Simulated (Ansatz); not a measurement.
`P[SiH2][SeH]` + HBr → `[SeH][SiH2]Br` + PH₃ at 700 K and 1 bar (cleavage of the Si–P bond).

Isolated molecules relaxed with PBE0-D4/def2-TZVP in Ansatz; ΔE leaves out vibrations. CBS: MP2 limit from def2 TZ/QZ plus the TZ coupled-cluster correction, frozen cores. This one scheme is used for every species. For Br, Se outer-core shells are correlated without core-valence functions, which leaves a few kJ/mol of doubt a bond. Scalar relativity is left out up to krypton. One conformer a species, not always the lowest.

```
        species  CCSD(T)/CBS energy (Eh)  H − E (kJ/mol)  S (J/(mol·K))
 `P[SiH2][SeH]`              -3033.74999           180.2          439.4
            HBr              -2573.91920            36.5          223.7
`[SeH][SiH2]Br`              -5264.97418           124.2          409.1
            PH₃               -342.72256            91.5          248.3
```

H − E and S are ideal-gas, rigid-rotor, harmonic terms from PBE0-D4/def2-TZVP, for one conformer and one mirror image of each species. 1 Eh = 2625.50 kJ/mol, R = 8.31446 J/(mol·K).

Q: By hand: ΔE, ΔH, ΔS and ΔG.

A: ΔE = (-5264.97418) + (-342.72256) − (-3033.74999) − (-2573.91920) = -0.02755 Eh = -72.3 kJ/mol. Δ(H − E) = 124.2 + 91.5 − 180.2 − 36.5 = -1.0, so ΔH = -73.3 kJ/mol. ΔS = 409.1 + 248.3 − 439.4 − 223.7 = -5.7 J/(mol·K). ΔG = -73.3 − 700 × (-5.7)/1000 = -69.3 kJ/mol.

Q: By hand: the equilibrium constant, and the temperature at which ΔG would vanish if ΔH and ΔS stayed fixed.

A: log₁₀ K = −ΔG/(RT ln 10) = 5.2. ΔG = 0 at ΔH/ΔS = 12860 K, far beyond where these terms or the molecules hold.

The number of gas molecules stays the same, so ΔS is small and ΔH decides. A doubt of 5 kJ/mol in ΔE shifts log₁₀ K by 0.4 here. Other conformers and mirror images would add mixing entropy, several J/(mol·K) or more a flexible species. These are equilibria of isolated gas molecules and say nothing of rates. Largest T1 diagnostic: 0.013 (customary marks: 0.02 for closed shells, 0.045 for open ones).
